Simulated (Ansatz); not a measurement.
Reaction (hydrogenolysis of a C–F bond): `FCOC(F)C(F)F` + H₂ → `FCOCC(F)F` + H–F

Gas-phase electronic energies from Ansatz, PBE0-D4/def2-TZVP geometries. CBS: MP2 limit from def2 TZ/QZ plus the TZ coupled-cluster correction, frozen cores. This one scheme is used for every species. Functionals use def2-TZVPP. One conformer a species, not always the lowest.

```json
{"level": "B2PLYP", "ΔE (kJ/mol)": "-74.0"}
{"level": "PBE0", "ΔE (kJ/mol)": "-74.5"}
```

Problem. What does CCSD(T)/CBS give? (Estimate.)

Solution. The calculation gave: -80.6 kJ/mol. The listed levels differ from it by 6.6, 6.1 kJ/mol.

Largest T1 diagnostic among the species: 0.012.

From PBE to PBE0 (25 % exact exchange), in def2-TZVPP and without D4, ΔE moves by −5.3 kJ/mol.
